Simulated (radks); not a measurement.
Problem. The table gives one normalised radial function P(r) = r R(r) of V5+ in [Ar] (r in bohr). Calculated with a radial shooting solver on a logarithmic mesh with Libxc functionals: scalar-relativistic Kohn-Sham, LDA (Slater exchange, Perdew-Wang correlation), spin-polarised, spherical densities, finite nucleus; Fermi nuclear charge, rms radius 3.6002 fm.

r	P
0.005477	0.1263
0.007788	0.1690
0.01099	0.2193
0.0155	0.2749
0.02204	0.3276
0.03108	0.3567
0.04384	0.3341
0.06185	0.2231
0.08794	-0.0075
0.124	-0.3187
0.175	-0.5860
0.2488	-0.5853
0.3509	-0.1489
0.495	0.5825
0.6983	1.1252
0.9929	1.0636
1.401	0.5755
1.976	0.1660
2.809	0.0199

Which n and l does it have? It may be an empty orbital.

Solution. n = 3, l = 0: the number of nodes gives n - l - 1 = 2, the rise at small r (about r^(l+1)) gives l, and the extent must fit the shell. The curve is that of 3s. 3s: eigenvalue -144.31 eV, 2 radial nodes at r = 0.0871, 0.379 bohr, <r> = 0.907 bohr, 90 % of the charge inside 1.34 bohr.
